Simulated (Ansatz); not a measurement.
Mulliken charges of `[CH3][Ge][Br]` from B3LYP/def2-TZVPP in Ansatz (PBE0-D4/def2-TZVP geometry).

```json
{"atom": "C1", "x (Å)": "-0.428", "y (Å)": "0.399", "z (Å)": "-0.271", "charge (e)": "-0.401"}
{"atom": "Ge2", "x (Å)": "0.171", "y (Å)": "-0.356", "z (Å)": "1.465", "charge (e)": "0.387"}
{"atom": "Br3", "x (Å)": "1.884", "y (Å)": "-1.715", "z (Å)": "0.584", "charge (e)": "-0.325"}
{"atom": "H4", "x (Å)": "0.402", "y (Å)": "0.936", "z (Å)": "-0.741", "charge (e)": "0.116"}
{"atom": "H5", "x (Å)": "-1.270", "y (Å)": "1.081", "z (Å)": "-0.134", "charge (e)": "0.107"}
{"atom": "H6", "x (Å)": "-0.717", "y (Å)": "-0.409", "z (Å)": "-0.949", "charge (e)": "0.117"}
```

Problem. By hand: the dipole of these point charges (1 e Å = 4.8032 D).

Solution. Σ q r = (-0.548, 0.436, 0.274) e Å, of length 0.752 e Å = 3.61 D.

Problem. How does the dipole of the full density compare? (Estimate.)

Solution. Ansatz gave: (-0.358, 0.309, 0.006) e Å, 2.27 D; the point charges give 1.59 times that, at 21° from its direction.

Point charges leave out the atoms' own dipoles, such as those of lone pairs, and Mulliken's split depends on the basis, so the two needn't agree.

B3LYP here is the variant with VWN-RPA as its local correlation; programs differ in this.
